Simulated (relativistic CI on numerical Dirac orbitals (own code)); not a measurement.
Tm4+: N4,5 absorption edge

Computed with this model: Dirac-Coulomb-Breit CI, orbitals from a KLI potential per configuration, model QED, multiplet model of core-to-valence dipole absorption, unscaled Slater integrals; configurations [Xe] 4f11 → [Kr] 4d9 4f12 5s2 5p6; 300 K; Lorentzian 0.5 eV and Gaussian 0.2 eV FWHM. Energies are those of the free ion, without screening or charge transfer. The branching ratio is the share of the lower-energy edge in the whole absorption, uncertain by about 0.02 where the edges overlap. S is read from ⟨S²⟩ = S(S + 1).

free ion: ground-state S = 1.48, centroid 184.25 eV. Peaks (eV, height): 174.7 (8), 177.6 (51), 180.4 (11), 182.8 (7), 189.2 (100).

Strongest unbroadened transitions for free ion:

| Energy (eV) | Relative strength |
| --- | --- |
| 172.30 | 4.9 |
| 173.55 | 0.6 |
| 174.73 | 7.9 |
| 175.28 | 0.5 |
| 177.63 | 51.3 |
| 178.16 | 2.1 |
| 180.44 | 10.2 |
| 182.47 | 4.3 |
| 182.88 | 4.9 |
| 183.58 | 0.0 |
| 188.33 | 10.2 |
| 189.21 | 100.0 |
| 191.50 | 0.0 |
| 199.15 | 0.8 |
| 204.93 | 0.1 |
